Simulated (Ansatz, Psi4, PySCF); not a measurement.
C3H6O3, triplet, at a GFN2-xTB geometry (a higher spin typed on purpose: for a closed-shell molecule this is an excited state). Base run: MP2/6-31G* (PySCF).

The PySCF input:
```python
from pyscf import gto, scf, mp

mol = gto.M(
    atom='''
C     1.84417598   -0.21486119   -0.64407116
O     1.12497198   -0.47866482    0.52247035
C    -0.02993387    0.32711662    0.73690745
O    -0.07878555    1.48154975    0.19784924
O    -1.08884693   -0.59104353    0.48242837
C    -1.78851403   -0.39926518   -0.70977666
H     2.06116808    0.85717789   -0.72547480
H     2.74960368   -0.82047779   -0.58516808
H     1.28174713   -0.51850982   -1.54102116
H    -2.62951586   -1.09353471   -0.68246175
H    -1.16625086   -0.64277602   -1.58529880
H    -2.10983665    0.64544776   -0.80091696
''',
    basis='6-31g*',
    spin=2,
    verbose=4,
)

mf = scf.UHF(mol)
mf.kernel()

pt = mp.MP2(mf)
pt.kernel()
print('E(MP2) = %.10f' % pt.e_tot)
```

The same geometry, method and basis name were run in Ansatz (an electronic-structure program) and Psi4 and PySCF, at each program's defaults and at the settings that a row names. The base is PySCF at its defaults. Differences at the defaults can come from grids, fitting, cores and function types together.

| code and settings | ΔE vs base (mEh) | basis functions | E (Eh) | SCF cycles |
|---|---|---|---|---|
| PySCF, defaults (exact integrals, spherical functions, all electrons correlated) | 0.000 | 96 | -342.37283 | 18 |
| Psi4, defaults (density fitting with its default set, Cartesian functions, all electrons correlated) | -22.340 | 102 | -342.39517 | 19 |
| Ansatz, defaults (factorised integrals, Cartesian functions, frozen core) | -10.771 | 102 | -342.38361 | - |
| PySCF, frozen core | 12.843 | 96 | -342.35999 | 18 |
| Psi4, exact integrals, spherical functions, frozen core | 12.843 | 96 | -342.35999 | 20 |
| Ansatz, high accuracy, frozen core, Cartesian functions as the basis file defines them | -10.787 | 102 | -342.38362 | - |

Open shells are given as the SCF converged; they aren't shown to be the lowest states, and a large step between rows can be another state.
